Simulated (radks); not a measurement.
All-electron atom: Ge+ in [Ar] 3d10 4s2 4p1. Method: scalar-relativistic Kohn-Sham, exchange-only B88, spin-polarised, spherical densities, finite nucleus; open shells are filled with parallel spins first; Fermi nuclear charge, rms radius 4.0742 fm; computed with a radial shooting solver on a logarithmic mesh with Libxc functionals.

Normalised radial functions P(r) = r R(r), r in bohr:

```
   r/bohr * 4s up, o 4p up (the largest magnitude, 0.754, reaches the edge; | marks zero, & curves that meet)
 0.006163                             o *
 0.008154                             o  *
   0.0107                             o   *
  0.01405                             |o  *
  0.01859                             |o   *
   0.0244                             |o   *
  0.03203                             | o *
  0.04204                             |  &
  0.05562                             |*  o
  0.07301                           * |    o
  0.09583                        *    |     o
   0.1268                     *       |     o
   0.1664                      *      |   o
   0.2184                          *  o
   0.2867                         o   |   *
   0.3794                    o        |          *
    0.498                   o         |            *
   0.6536                       o     |      *
   0.8648                       *     | o
    1.135          *                  |          o
     1.49  *                          |                   o
    1.956  *                          |                       o
    2.588         *                   |                     o
    3.397                  *          |                o
    4.458                         *   |        o
    5.899                            *|   o
    7.743                             *o
```

4s up: eigenvalue -19.509 eV, 3 radial nodes at r = 0.0605, 0.249, 0.768 bohr, <r> = 2.04 bohr, 90 % of the charge inside 3.06 bohr. 4p up: eigenvalue -11.013 eV, 2 radial nodes at r = 0.225, 0.820 bohr, <r> = 2.58 bohr, 90 % of the charge inside 3.94 bohr.
